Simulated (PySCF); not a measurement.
# Nuclear quadrupole coupling in `CSc1pc(C)c(C)s1`

C6H9PS2.
SMILES with atom numbers: `[CH3:1][S:2][c:3]1[p:4][c:5]([CH3:6])[c:7]([CH3:8])[s:9]1` (hydrogens: H10, H11, H12 on C1; H13, H14, H15 on C6; H16, H17, H18 on C8)

Structure used (GFN2-xTB), in Å, numbered top down from 1:
```
atom  x, y, z in Å
C1     3.922   -0.241   -0.168
S2     2.822   -1.558    0.407
C3     1.270   -0.824    0.071
P4     1.004    0.728   -0.629
C5    -0.766    0.563   -0.554
C6    -1.649    1.670   -1.046
C7    -1.274   -0.585   -0.037
C8    -2.724   -0.903    0.105
S9    -0.118   -1.766    0.495
H10    3.740    0.659    0.413
H11    4.937   -0.594   -0.015
H12    3.737   -0.054   -1.223
H13   -2.291    1.319   -1.854
H14   -1.045    2.498   -1.413
H15   -2.289    2.035   -0.243
H16   -2.856   -1.869    0.586
H17   -3.206   -0.931   -0.873
H18   -3.223   -0.141    0.703
```

Field gradients from the PBE0/pcSseg-1 density (PySCF, non-relativistic), principal values in atomic units, ordered |Vxx| ≤ |Vyy| ≤ |Vzz|:

```tsv
atom	Vxx	Vyy	Vzz
S2	0.3559	2.3959	-2.7519
S9	-0.2756	-1.6568	1.9324
```

Problem. Find the asymmetry η = (Vxx − Vyy)/Vzz and the couplings χ = eQV/h (234.96 MHz × Q in barn × V in au), with Q(33S) = −0.0678 b.

Solution. 
| atom | environment | nucleus | η | χzz (MHz) | χxx (MHz) | χyy (MHz) |
| --- | --- | --- | --- | --- | --- | --- |
| S2 | sulfide sulfur | 33S | 0.74 | 43.84 | -5.67 | -38.17 |
| S9 | thiophene-type sulfur | 33S | 0.71 | -30.78 | 4.39 | 26.39 |

The tensor is traceless: Vxx + Vyy + Vzz = 0.

Problem. What is Vzz at S9 in SI units (1 au = 9.71736 × 10²¹ V/m²)?

Solution. 1.9324 au = 18.778 × 10²¹ V/m².

Problem. And the gradient at the other heavy atoms, for which no coupling is worked out here?

Solution. 
| atom | environment | Vzz (au) | η |
| --- | --- | --- | --- |
| C1 | S-methyl carbon | 0.302 | 0.08 |
| C3 | substituted aromatic carbon | -0.158 | 0.37 |
| P4 | phosphorus bonded to 2 C | -1.001 | 0.59 |
| C5 | substituted aromatic carbon | 0.197 | 0.34 |
| C6 | benzylic-type carbon | 0.081 | 0.25 |
| C7 | substituted aromatic carbon | -0.236 | 0.46 |
| C8 | benzylic-type carbon | 0.092 | 0.12 |

Problem. What couplings would deuterons (Q(2H) = 0.00286 b) have in place of the hydrogens, at this geometry?

Solution. 
| atom | bonded to | bond length (Å) | Vzz (au) | η | χzz (kHz) |
| --- | --- | --- | --- | --- | --- |
| H10 | C1 | 1.087 | 0.3088 | 0.04 | 207 |
| H11 | C1 | 1.085 | 0.3165 | 0.05 | 213 |
| H12 | C1 | 1.087 | 0.3084 | 0.04 | 207 |
| H13 | C6 | 1.090 | 0.3107 | 0.02 | 209 |
| H14 | C6 | 1.088 | 0.3112 | 0.04 | 209 |
| H15 | C6 | 1.090 | 0.3103 | 0.02 | 209 |
| H16 | C8 | 1.087 | 0.3127 | 0.05 | 210 |
| H17 | C8 | 1.090 | 0.3085 | 0.02 | 207 |
| H18 | C8 | 1.090 | 0.3090 | 0.02 | 208 |

Geometry: GFN2-xTB, one conformer, isolated molecule. GFN2-xTB bond lengths can be off by several hundredths of an ångström, more for odd bonds, and the gradients follow them. The small basis limits the accuracy of the gradients.
